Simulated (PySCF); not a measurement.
diglyme (C6H14O3), SMILES C(OCCOC)COC.

Geometry optimised at PBE-D3(BJ)/def2-SVP. The values are those of a single conformer.

Two levels are set side by side: TDDFT-PBE/def2-SVP (PySCF) and TDDFT-M06-2X/def2-SVP (PySCF). Vertical, same geometry. The lowest singlet is HOMO→LUMO 89 % with PBE and HOMO→LUMO+2 60 %, HOMO→LUMO+4 12 % with the other functional; states are paired by order. Differences are taken from unrounded values.

```csv
quantity,TDDFT-PBE
lowest singlet excitation (eV),6.37
lowest triplet excitation (TDA) (eV),6.21
```

**Question.** These are the TDDFT-PBE values. What does TDDFT-M06-2X give? (The exact figures need the calculation; the answer reports its results.)

**Answer.** 
```
quantity                              TDDFT-M06-2X  TDDFT-PBE minus TDDFT-M06-2X
------------------------------------  ------------  ----------------------------
lowest singlet excitation (eV)                8.06                         -1.68
lowest triplet excitation (TDA) (eV)          7.60                         -1.39
```

Functionals without exact exchange tend to place singlet excitations lower, as here. Differences between two approximate levels are no errors against the true value.

Rough cost on one machine, each run with all the roots and properties that it gave: TDDFT-M06-2X against TDDFT-PBE about 20 times.
